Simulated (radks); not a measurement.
Results of a calculation; reference values are marked as such.
Species: the thallium ion Tl4+. Configuration: [Xe] 4f14 5d9 (the NIST ground configuration).

Code: a radial shooting solver on a logarithmic mesh with Libxc functionals. Model: Dirac Kohn-Sham, exchange-only B88, spin-unpolarised, spherical densities, point nucleus; open shells are shared between the two j in proportion to 2j + 1.

Energy parts (Ry):
part                    energy
total              -40563.3775
kinetic             47035.7319
electron-nucleus  -102278.4932
Hartree             15433.9347
exchange             -754.5510

Orbitals (lengths in bohr, moments of r in powers of bohr; r(max) is where P^2 peaks):
[
 {"orbital": "1s1/2", "occ.": "2", "eigenvalue (Ry)": "-6287.369", "r(max)": "0.01002", "<1/r>": "99.55", "<r^4>": "3.753e-07", "<r>": "0.01631"},
 {"orbital": "2s1/2", "occ.": "2", "eigenvalue (Ry)": "-1121.223", "r(max)": "0.05834", "<1/r>": "24.56", "<r^4>": "0.00005409", "<r>": "0.06804"},
 {"orbital": "2p1/2", "occ.": "2", "eigenvalue (Ry)": "-1076.266", "r(max)": "0.04278", "<1/r>": "24.49", "<r^4>": "0.00003199", "<r>": "0.05588"},
 {"orbital": "2p3/2", "occ.": "4", "eigenvalue (Ry)": "-924.3723", "r(max)": "0.05039", "<1/r>": "19.69", "<r^4>": "0.00005092", "<r>": "0.06468"},
 {"orbital": "3s1/2", "occ.": "2", "eigenvalue (Ry)": "-270.0977", "r(max)": "0.1642", "<1/r>": "9.006", "<r^4>": "0.001958", "<r>": "0.1770"},
 {"orbital": "3p1/2", "occ.": "2", "eigenvalue (Ry)": "-249.8610", "r(max)": "0.1530", "<1/r>": "8.914", "<r^4>": "0.001701", "<r>": "0.1674"},
 {"orbital": "3p3/2", "occ.": "4", "eigenvalue (Ry)": "-216.0923", "r(max)": "0.1684", "<1/r>": "7.658", "<r^4>": "0.002394", "<r>": "0.1835"},
 {"orbital": "3d3/2", "occ.": "4", "eigenvalue (Ry)": "-182.7652", "r(max)": "0.1309", "<1/r>": "7.558", "<r^4>": "0.001575", "<r>": "0.1595"},
 {"orbital": "3d5/2", "occ.": "6", "eigenvalue (Ry)": "-175.5549", "r(max)": "0.1351", "<1/r>": "7.277", "<r^4>": "0.001745", "<r>": "0.1644"},
 {"orbital": "4s1/2", "occ.": "2", "eigenvalue (Ry)": "-62.83013", "r(max)": "0.3693", "<1/r>": "3.820", "<r^4>": "0.04328", "<r>": "0.3914"},
 {"orbital": "4p1/2", "occ.": "2", "eigenvalue (Ry)": "-54.11844", "r(max)": "0.3671", "<1/r>": "3.709", "<r^4>": "0.04585", "<r>": "0.3931"},
 {"orbital": "4p3/2", "occ.": "4", "eigenvalue (Ry)": "-45.90499", "r(max)": "0.3985", "<1/r>": "3.274", "<r^4>": "0.06373", "<r>": "0.4275"},
 {"orbital": "4d3/2", "occ.": "4", "eigenvalue (Ry)": "-31.70673", "r(max)": "0.3902", "<1/r>": "3.075", "<r^4>": "0.07442", "<r>": "0.4333"},
 {"orbital": "4d5/2", "occ.": "6", "eigenvalue (Ry)": "-30.17479", "r(max)": "0.3998", "<1/r>": "2.976", "<r^4>": "0.08212", "<r>": "0.4444"},
 {"orbital": "4f5/2", "occ.": "6", "eigenvalue (Ry)": "-11.84341", "r(max)": "0.3556", "<1/r>": "2.626", "<r^4>": "0.1328", "<r>": "0.4642"},
 {"orbital": "4f7/2", "occ.": "8", "eigenvalue (Ry)": "-11.50504", "r(max)": "0.3601", "<1/r>": "2.588", "<r^4>": "0.1405", "<r>": "0.4707"},
 {"orbital": "5s1/2", "occ.": "2", "eigenvalue (Ry)": "-12.87715", "r(max)": "0.8079", "<1/r>": "1.577", "<r^4>": "1.060", "<r>": "0.8751"},
 {"orbital": "5p1/2", "occ.": "2", "eigenvalue (Ry)": "-9.94225", "r(max)": "0.8489", "<1/r>": "1.454", "<r^4>": "1.446", "<r>": "0.9366"},
 {"orbital": "5p3/2", "occ.": "4", "eigenvalue (Ry)": "-8.43282", "r(max)": "0.9261", "<1/r>": "1.296", "<r^4>": "2.098", "<r>": "1.027"},
 {"orbital": "5d3/2", "occ.": "3.6", "eigenvalue (Ry)": "-4.37614", "r(max)": "1.082", "<1/r>": "1.021", "<r^4>": "5.765", "<r>": "1.280"},
 {"orbital": "5d5/2", "occ.": "5.4", "eigenvalue (Ry)": "-4.19570", "r(max)": "1.114", "<1/r>": "0.9863", "<r^4>": "6.512", "<r>": "1.320"}
]

The highest occupied level is 5d5/2 at -57.085 eV. The density falls to 0.001 e/bohr^3 at r = 3.06 bohr. Summed over all electrons, <r^2> = 34.14 bohr^2, which gives a Langevin (diamagnetic) susceptibility term of -27 x 10^-6 cm^3/mol.
